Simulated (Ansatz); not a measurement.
Input (FCI/aug-cc-pV(T+d)Z; Ansatz, a quantum-chemistry and plane-wave program): A basis named .json is the Basis Set Exchange file of that set.

Ansatz 0.2 input:
```yaml
crystal:
  periodic: [false, false, false]
  atoms:
    - {symbol: P, position_ang: [0.00000000, 0.00000000, 0.00000000]}
basis:
  gaussian:
    orbitals: aug-cc-pV_T+d_Z.json
total_charge: 1
magnetization: {spin_polarized: true, initial_magnetization: 2}
correlation: {method: fci, electrons: outside_noble_gas}
scf: {lower_state_search: full}
```

Output:

```
Functional definition: HF
integrals: 0.05 GiB planned
515 factors; integrals over basis functions are off by at most 3.3e-8 eV
mean field: 0.10 GiB planned
mean field evaluation 1: about -9261.2452 eV, gradient 5.3e0 eV
mean field evaluation 2: about -9261.2473 eV, gradient 5.3e0 eV
mean field evaluation 4: about -9261.4551 eV, gradient 4.4e-1 eV
mean field evaluation 8: about -9261.4572 eV, gradient 1.0e-4 eV
mean field evaluation 16: about -9261.4572 eV, gradient 1.1e-6 eV
mean field evaluation 32: about -9247.3124 eV, gradient 1.3e1 eV
mean field -9261.45720260 eV, -340.3522745545 hartree, gradient 7.7e-7 eV, S^2 2.013321; 5 other end points of the search recorded, 0 dependent functions left out
5 core orbitals not correlated
reference -9261.31437767 eV, -340.3470258352 hartree; 3, 1 occupied and 47, 49 virtual orbitals, 515 factors
configuration interaction: 0.42 GiB planned
state -9263.80268281 eV, -340.4384693622 hartree
Total energy: -9263.80268281 eV, -340.4384693622 hartree
```
